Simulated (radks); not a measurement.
Charge is removed step by step from the 2s down level of Mn+, starting from [He] 2s(up 1, down 1) 2p6 3s2 3p6 3d5 4s1. All-electron calculation, scalar-relativistic Kohn-Sham, PBE, spin-polarised, spherical densities, point nucleus; open shells are filled with parallel spins first. Program: a radial shooting solver on a logarithmic mesh with Libxc functionals.

removed (e) = 0: E - E(0) (eV) 0.000; eigenvalue (eV) -749.78; E minus straight line (eV) 0.000
removed (e) = 0.25: E - E(0) (eV) 188.71; eigenvalue (eV) -760.29; E minus straight line (eV) -4.028
removed (e) = 0.5: E - E(0) (eV) 380.07; eigenvalue (eV) -771.01; E minus straight line (eV) -5.402
removed (e) = 0.75: E - E(0) (eV) 574.14; eigenvalue (eV) -781.91; E minus straight line (eV) -4.072
removed (e) = 1: E - E(0) (eV) 770.95; eigenvalue (eV) -792.94; E minus straight line (eV) 0.000

Removing the whole electron costs 770.95 eV by Delta-SCF, against 749.78 eV from minus the eigenvalue at the starting occupation. Slater's transition state (half an electron removed) gives 771.01 eV. Integrating minus the eigenvalue over the occupation (Janak's theorem) gives 771.13 eV. In this scalar-relativistic scheme the density is built from large components alone, so the theorem holds only approximately. The mean slope of the eigenvalue, de/dn, is 43.2 eV per electron.
